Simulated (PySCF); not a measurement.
# A thermochemical cycle for CsSn

PBE0 in PySCF with def2-SVPD on every atom (core potentials on Sn, Cs), for the lowest determinant that a PBE0 search found; no spin–orbit coupling. CsSn, a quartet (σ ↑, π ↑↑), has De = 1.44 eV to neutral atoms, and CsSn⁺, a triplet (σ ↑, π ↑), has De = 0.27 eV to Cs⁺ + Sn.

The adiabatic ionisation energy of CsSn, between the minima, is 5.07 eV.

Problem. Which ionisation energy of the Cs atom does this level give?

Solution. IE(Cs) = IE(molecule) + De(ion) − De(neutral) = 5.07 + 0.27 − 1.44 = 3.90 eV; the measured value is 3.894 eV (NIST ASD).

Weak bonds: CsSn⁺. Basis-set superposition, not corrected here, can be much of De in a small basis, most of all at correlated wavefunction levels. These are scalar-relativistic numbers at best; spin–orbit coupling would shift them, the dissociation energy most. For an ion De counts to the pair picked by the measured ionisation energies or electron affinities, which need not be the lowest pair at this level. States were picked by a PBE0 search and need not be the measured ground states.
